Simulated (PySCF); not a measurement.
Computed structure and properties of [Er(NO2)]2+

System: [Er(NO2)]2+ (singlet in the valence; each metal's 4f electrons, 11 of them, lie in its core potential, out of spins and levels); start: template (C2v). Method: PySCF 2.14.0, RKS PBE0, Er lcecp-1-SVP with ECP57, O def2-SVP, N def2-SVP; non-relativistic Hamiltonian with scalar-relativistic core potentials where named; density fitting; no spin-orbit coupling.

Input of the relaxation:

```python
mol = gto.M(atom='''
Er     0.00000     0.00000    -0.51834
O      1.06000    -0.00000     1.65996
O     -1.06000     0.00000     1.65996
N      0.00000     0.00000     2.34996''',
    basis={'Er': 'lcecp-1-SVP', 'O': 'def2-SVP', 'N': 'def2-SVP'},
    ecp={'Er': 'lcecp-1-SVP'},
    charge=2, spin=0)
mf = dft.RKS(mol, xc='PBE0')
mf.grids.atom_grid = (50, 194)  # f atoms: unpruned, at least (60, 302)
mf = mf.density_fit()  # fitting sets: Er AutoAux, O def2-universal-JKFIT, N def2-universal-JKFIT
mf.conv_tol = 1e-08; mf.max_cycle = 55
mf.kernel(dm0)  # dm0: converged density of the start geometry
# quasi-Newton relaxation in Cartesian coordinates to a largest gradient under 0.00045 Eh/bohr, steps kept in the point group
```

Run from Python with OMP_NUM_THREADS=2; the lines above give its settings. Where DIIS fails, smearing, a level shift and second-order steps follow.
It took 11 s on 2 threads of Intel(R) Xeon(R) Platinum 8488C (Sapphire Rapids) (shared host), from the converged density of the start.

Course of the relaxation:

```
step  energy above end (eV)  largest force component within the symmetry (eV/Å)
   0                 0.6313                                               3.185
   1                 0.3410                                               2.673
   2                 0.0545                                               1.610
   3                 0.0062                                               0.356
   4                 0.0000                                               0.034
   5                 0.0000                                               0.004
```

Relaxed geometry (C2v):

```xyz
4

Er    0.0000    0.0000   -0.3020
O     1.0372    0.0000    1.5742
O    -1.0372    0.0000    1.5742
N     0.0000    0.0000    2.3052
```

| contact | Å |
| --- | --- |
| Er1–O2 (NO2) | 2.144 |

On the finer grid (75, 302):

```json
{
  "HOMO": "-19.74 eV",
  "LUMO": "-14.85 eV",
  "Dipole about the centre of mass": "5.86 D",
  "Set of Mulliken populations of Er1 outside the core potential": "s 2.20, p 6.08, d 0.64, f 0.04",
  "D3(BJ) dispersion energy (not in the energies)": "-0.054 eV"
}
```

```
atom  Mulliken (e)  Löwdin (e)  spin (e)
 Er1          2.04        1.80      0.00
  O2         -0.27       -0.08      0.00
  O3         -0.27       -0.08      0.00
  N4          0.51        0.37      0.00
```

The 4f levels lie in the core potential and are missing. Their spin isn't counted.

On the grid (50, 194), as all that follows. Harmonic modes: a minimum; lowest 214 cm⁻¹ (negative: unstable), highest 1337 cm⁻¹, zero-point energy 0.261 eV.

Taking off one NO2 (charge -1, singlet; the rest: singlet) in vacuum, both parts rigid, costs 22.76 eV; the small basis without counterpoise inflates it. Most of it is the attraction of opposite charges; other ways to part are cheaper, and one spin state was tried for the rest.

Rigid scan of NO2 along the line from its metal:

```csv
distance to the donors' midpoint (Å),energy (eV)
1.58,1.261
1.68,0.495
1.78,0.110
1.88,0.000
1.98,0.087
2.08,0.309
2.28,0.983
```

One start shape was tried, so this needn't be the lowest isomer.

An lcecp potential fixes the number of 4f electrons, so in runs with it no electron can move into or out of that shell.
